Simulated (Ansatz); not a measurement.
A structure relaxed at PBE-D4/def2-SVP in Ansatz, charge 0, singlet:

Cartesian coordinates in Å:
```
Ge 0.055 0.967 -0.757
C 1.762 0.325 -1.496
H 2.443 -0.022 -0.694
H 2.264 1.147 -2.044
H 1.589 -0.511 -2.202
C -1.189 1.561 -2.147
H -0.826 2.490 -2.630
H -2.183 1.759 -1.700
H -1.303 0.776 -2.921
C 0.326 2.382 0.585
H -0.607 2.532 1.163
H 0.590 3.337 0.088
H 1.137 2.119 1.292
O -0.831 -0.434 -0.008
C -0.177 -1.484 0.692
C -1.184 -2.627 0.824
C 0.346 -1.022 2.057
H 0.696 -1.860 0.099
H -2.064 -2.288 1.409
H -0.737 -3.505 1.334
H -1.541 -2.940 -0.176
H 1.117 -0.231 1.950
H -0.486 -0.607 2.663
H 0.805 -1.862 2.619
```

Question: Give its formula, name or SMILES.

Answer: GeMe3(OiPr) (C6H16GeO).

Question: Summarise the bond lengths by kind (pairs closer than 1.2 times the sum of covalent radii, bridged metal pairs left out).

Answer: 3 × C–Ge 1.96 to 1.97 Å; 2 × C–C 1.53 Å; 1 × C–O 1.42 Å; 1 × Ge–O 1.82 Å; 16 × C–H 1.11 to 1.12 Å.
